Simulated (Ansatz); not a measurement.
Ansatz results at the PBE0-D4/def2-TZVP geometry: HOMO–LUMO gap (ωB97M-V/def2-TZVPP) 10.84 eV; size of the dipole moment (PBE/def2-TZVPP) 1.39 D; HOMO–LUMO gap (PBE/def2-TZVPP) 5.13 eV.

Each molecule was computed in one conformer, which needn't be the lowest.

Problem. Which molecule gave them?
A. `C[C@@H]1N[Si@@H]1F`
B. `SP1N[SiH2]1`
C. `C[SiH](N)[GeH3]`
D. `[OH][Al]([OH])[SiH3]`

Solution. C. The others give `C[C@@H]1N[Si@@H]1F`: 11.45, 1.96, 5.44; `SP1N[SiH2]1`: 9.68, 1.51, 4.04; `[OH][Al]([OH])[SiH3]`: 11.05, 2.39, 5.47.
